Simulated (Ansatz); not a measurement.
All numbers were calculated with Ansatz.

A structure relaxed at PBE0-D4/def2-TZVP, charge 0, multiplicity 1:

```tsv
atom	x (Å)	y (Å)	z (Å)
C1	-0.360	-0.236	1.038
Nb2	0.331	0.196	-0.937
O3	-0.160	1.788	-1.193
F4	2.193	0.101	-0.943
F5	-0.551	-0.935	-2.129
H6	0.091	0.460	1.752
H7	-1.446	-0.114	1.090
H8	-0.099	-1.261	1.320
```

Task: Give its formula and SMILES.

Result: CH3F2NbO, `[CH3][Nb](=[O])([F])[F]`.

Task: Point group (tolerance 0.08 Å, 0.16 Å for H)?

Result: Cs.

Task: Summarise the bond lengths by kind.

Result: 1 × C–Nb 2.136 Å; 3 × C–H 1.094 to 1.095 Å; 1 × Nb–O 1.685 Å; 2 × F–Nb 1.864 Å.
